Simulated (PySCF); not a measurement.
FK, charge +1, doublet, at the geometry of the source list (a state made from the parent by changing its charge; the spin is typed, not shown lowest); PySCF with DF-SVWN5/pcseg-1.

PySCF was given this input:
```python
from pyscf import gto, scf, dft

mol = gto.Mole()
mol.atom = '''
    K    -0.53980000   -0.44520000   -0.72920000
    F     0.53980000    0.44520000    0.72920000
'''
mol.basis = 'pcseg-1'
mol.charge = 1
mol.spin = 1
mol.verbose = 4
mol.build()

mf = dft.UKS(mol)
mf.xc = 'lda,vwn'
mf = mf.density_fit(auxbasis='def2-universal-jkfit')
mf.kernel()
```

Task: Predict the main parts of the log of this PySCF run.

Result: 
```
PySCF version 2.14.0

[INPUT] verbose = 4
[INPUT] num. atoms = 2
[INPUT] num. electrons = 27
[INPUT] charge = 1
[INPUT] spin (= nelec alpha-beta = 2S) = 1
[INPUT] symmetry False subgroup None
[INPUT] Mole.unit = angstrom
[INPUT] Symbol           X                Y                Z      unit          X                Y                Z       unit  Magmom
[INPUT]  1 K     -0.539800000000  -0.445200000000  -0.729200000000 AA   -1.020074162040  -0.841306070656  -1.377988290033 Bohr   0.0
[INPUT]  2 F      0.539800000000   0.445200000000   0.729200000000 AA    1.020074162040   0.841306070656   1.377988290033 Bohr   0.0

nuclear repulsion = 44.7699272795262
number of shells = 6
number of NR pGTOs = 89
number of NR cGTOs = 38
basis = pcseg-1
ecp = {}

******** <class 'pyscf.df.df_jk.DFUKS'> ********
method = DFUKS
initial guess = minao
damping factor = 0
level_shift factor = 0
DIIS = <class 'pyscf.scf.diis.CDIIS'>
diis_start_cycle = 1
diis_space = 8
diis_damp = 0
SCF conv_tol = 1e-09
SCF conv_tol_grad = None
SCF max_cycles = 50
direct_scf = False
number electrons alpha = 14  beta = 13
XC library pyscf.dft.libxc version 7.1.2
    S. Lehtola, C. Steigemann, M. J. T. Oliveira, and M. A. L. Marques,  SoftwareX 7, 1–5 (2018)
XC functionals = lda,vwn
    P. A. M. Dirac,  Math. Proc. Cambridge Philos. Soc. 26, 376 (1930)
    F. Bloch,  Z. Phys. 57, 545 (1929)
    S. H. Vosko, L. Wilk, and M. Nusair,  Can. J. Phys. 58, 1200 (1980)
radial grids:
    Treutler-Ahlrichs [JCP 102, 346 (1995); DOI:10.1063/1.469408] (M4) radial grids

becke partition: Becke, JCP 88, 2547 (1988); DOI:10.1063/1.454033
pruning grids: <function nwchem_prune>
grids dens level: 3
symmetrized grids: False
atomic radii adjust function: <function treutler_atomic_radii_adjust>
small_rho_cutoff = 0
Set gradient conv threshold to 3.16228e-05
tot grids = 34304
init E= -697.201393808891

cycle= 1 E= -696.981175081948  delta_E= 0.22  |g|= 0.0908  |ddm|= 1.05
cycle= 2 E= -696.986237967147  delta_E= -0.00506  |g|= 0.0352  |ddm|= 0.159
cycle= 3 E= -696.986592732327  delta_E= -0.000355  |g|= 0.0211  |ddm|= 0.0381
cycle= 4 E= -696.986730028474  delta_E= -0.000137  |g|= 0.00579  |ddm|= 0.017
cycle= 5 E= -696.986745530522  delta_E= -1.55e-05  |g|= 0.000822  |ddm|= 0.00614
cycle= 6 E= -696.986745820539  delta_E= -2.9e-07  |g|= 0.000132  |ddm|= 0.000796
cycle= 7 E= -696.986745828331  delta_E= -7.79e-09  |g|= 3.88e-05  |ddm|= 0.000235
cycle= 8 E= -696.986745829049  delta_E= -7.18e-10  |g|= 6.87e-06  |ddm|= 8.58e-05
Extra cycle  E= -696.986745829048  delta_E= 5.68e-13  |g|= 7.22e-06  |ddm|= 1.65e-05
converged SCF energy = -696.986745829048  <S^2> = 0.75116928  2S+1 = 2.0011689
```
